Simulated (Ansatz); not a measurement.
Z-matrix (Å, degrees):
```
C
B 1 1.543
H 1 1.090 2 113.9
H 1 1.095 2 109.7 3 122.1
H 1 1.095 2 109.7 3 -122.1
C 2 1.535 1 146.9 3 -180.0
S 2 1.751 1 144.4 3 0.0
H 6 1.087 2 121.4 1 78.0
H 6 1.087 2 121.4 1 -78.0
```

Total charge 0; spin multiplicity 1.

(1) List the PBE0/def2-TZVPP orbital energies in eV (Ansatz). (Best estimate.)

## Answers

(1) Computed: Occupied: -2422.22, -278.73, -277.87, -217.56, -185.15, -161.39, -161.28, -161.24, -22.54, -19.87, -17.19, -13.01, -12.47, -11.66, -11.42, -11.24, -8.74, -7.93, -7.33. Lowest empty: -0.65, 0.27, 1.04, 2.09, 2.47, 2.56, 3.14, 3.32.
